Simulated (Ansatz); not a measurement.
A run for Ansatz (a program for electronic structure): R-MP2/aug-cc-pV(T+d)Z on HNP (SMILES [NH+]#P), atoms moved off the minimum. Charge +1. Files ending in .json are basis or fitting sets from the Basis Set Exchange.

Ansatz 0.2 input:
```yaml
crystal:
  periodic: [false, false, false]
  atoms:
    - {symbol: N, position_ang: [0.01569387, 0.03934711, -0.84358997]}
    - {symbol: P, position_ang: [0.02176239, -0.01934411, 0.55937795]}
    - {symbol: H, position_ang: [0.02056802, -0.01234402, -1.98556203]}
basis:
  gaussian:
    orbitals: aug-cc-pV_T+d_Z.json
total_charge: 1
magnetization: {spin_polarized: false}
correlation: {method: mp2, electrons: outside_noble_gas}
scf: {lower_state_search: off}
output: {forces: true}
```

Output:

```
WARN ansatz: RAYON_NUM_THREADS=1 ignored (pool sized by the plan → 1); use --threads N
Functional definition: HF
these checks for a lower state are left out or cut short: starts, cluster_reference, orbital_swaps, neighbouring_geometries, increment
integrals: 0.08 GiB planned
729 factors; integrals over basis functions are off by at most 9.1e-4 eV
mean field: 0.20 GiB planned
mean field evaluation 1: about -10754.0058 eV, gradient 6.5e1 eV
mean field evaluation 2: about -10754.0117 eV, gradient 6.5e1 eV
mean field evaluation 4: about -10761.8631 eV, gradient 5.0e0 eV
mean field evaluation 8: about -10761.9363 eV, gradient 2.4e-1 eV
mean field -10761.93665488 eV, -395.4938773641 hartree, gradient 4.3e-6 eV, S^2 0.000000; 0 other end points of the search recorded, 0 dependent functions left out
6 core orbitals not correlated
reference -10761.93665488 eV, -395.4938773641 hartree; 5, 5 occupied and 113, 113 virtual orbitals, 729 factors
densities: 0.22 GiB planned
second order -8.93953749 eV of doubles, -0.00000000 eV of singles
the calculation of the forces begins
mean field evaluation 16: about -10761.9367 eV, gradient 4.3e-6 eV
Total energy: -10770.87619237 eV, -395.8223993075 hartree
Atom 0 at     0.015694     0.039347    -0.843590 Å, force     0.011211    -0.134060   -10.188540 eV/Å
Atom 1 at     0.021762    -0.019344     0.559378 Å, force     0.017452    -0.164186     6.325441 eV/Å
Atom 2 at     0.020568    -0.012344    -1.985562 Å, force    -0.028662     0.298246     3.863099 eV/Å
Dipole moment:     0.002929    -0.029998    -0.157094 e Å
Checks for a lower state left out: starts, cluster_reference, orbital_swaps, neighbouring_geometries, increment
```

The calculation finished and met its thresholds.

Cost: around 4 core-seconds (rough).
